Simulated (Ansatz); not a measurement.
Al(I)2(Me) (CH3AlI2), SMILES [I][Al]([I])[CH3]. Atoms are numbered in the order given.

```xyz
7

Al     0.7900    -0.2332     0.4816
I     -1.1803    -1.7236     0.4544
I      0.6317     1.8787    -0.7914
C      2.4104    -0.7040     1.4353
H      2.8556     0.1803     1.9175
H      3.1544    -1.0998     0.7234
H      2.2246    -1.4763     2.1968
```
Charge 0, spin multiplicity 1.

Coordinates come from a PBE0-D3(BJ)/def2-SVP optimisation. The structure was generated by enumeration; whether it is a known compound was not checked. The def2 effective core potentials stand for the cores of I; spin–orbit coupling is left out.

Two levels are set side by side: PBE-D3(BJ)/def2-SVP (Ansatz, a first-principles code) and PBE0-D3(BJ)/def2-SVP (Ansatz). Each level has its own optimised geometry; the coordinates shown are those of the second. Differences are taken from unrounded values.

```csv
quantity,PBE0-D3(BJ),PBE-D3(BJ),PBE-D3(BJ) minus PBE0-D3(BJ)
mean bond length (Å),1.697,1.710,0.012
bond Al1–I2 (Å),2.471,2.489,0.019
bond Al1–I3 (Å),2.471,2.490,0.019
bond Al1–C4 (Å),1.938,1.951,0.013
bond C4–H5 (Å),1.101,1.109,0.008
bond C4–H6 (Å),1.103,1.111,0.008
bond C4–H7 (Å),1.100,1.108,0.008
```

GGA bonds tend to be longer and softer than those of functionals with exact exchange. Differences between two approximate levels are no errors against the true value.
